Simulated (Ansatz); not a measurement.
trans-ethylamine (C2H7N), singlet, geometry from GFN2-xTB. Base run: CCSD/def2-SVP (Ansatz, an electronic-structure program).

Input for Ansatz:
Ansatz 0.2 input:
```yaml
crystal:
  periodic: [false, false, false]
  atoms:
    - {symbol: C, position_ang: [1.21347580, -0.33489211, -0.00053948]}
    - {symbol: C, position_ang: [-0.01511352, 0.57959694, -0.00065065]}
    - {symbol: N, position_ang: [-1.29044637, -0.11469946, 0.00111158]}
    - {symbol: H, position_ang: [2.12582993, 0.25587901, -0.00190763]}
    - {symbol: H, position_ang: [1.21478843, -0.97056086, 0.88382899]}
    - {symbol: H, position_ang: [1.21344556, -0.97257980, -0.88345425]}
    - {symbol: H, position_ang: [0.00625613, 1.22117055, -0.88594093]}
    - {symbol: H, position_ang: [0.00760037, 1.22319154, 0.88313798]}
    - {symbol: H, position_ang: [-1.36186295, -0.71028181, 0.82013011]}
    - {symbol: H, position_ang: [-1.36310650, -0.71215141, -0.81643455]}
basis:
  gaussian:
    orbitals: def2-SVP
magnetization: {spin_polarized: false}
correlation: {method: ccsd}
```

The base run was repeated with changes; each row names its change, and settings that it needs were set with it.

```tsv
change	ΔE vs base (mEh)	MP2 correlation (Eh)	CC correlation without the perturbative part (Eh)	basis functions
base	0.000	-0.46767	-0.51032	77
reference functional = pbe0	___	-	___	77
diis_vectors = 4	0.000	-0.46767	-0.51032	77
accuracy = high	0.000	-0.46767	-0.51032	77
lower_state_search = off	0.000	-0.46767	-0.51032	77
diis_vectors = 2	0.000	-0.46767	-0.51032	77
electrons = all	-8.630	-0.47692	-0.51896	77
method = rpa	-53.447	-	-	77
method = mp2	___	-0.46767	-	77
method = ccsd_t	___	-0.46767	-0.51032	77
```

**Question.** What belongs in the gaps?

**Answer.** 
- reference functional = pbe0, ΔE vs base (mEh): 1.773
- reference functional = pbe0, CC correlation without the perturbative part (Eh): -0.51940
- method = mp2, ΔE vs base (mEh): 42.654
- method = ccsd_t, ΔE vs base (mEh): -13.297
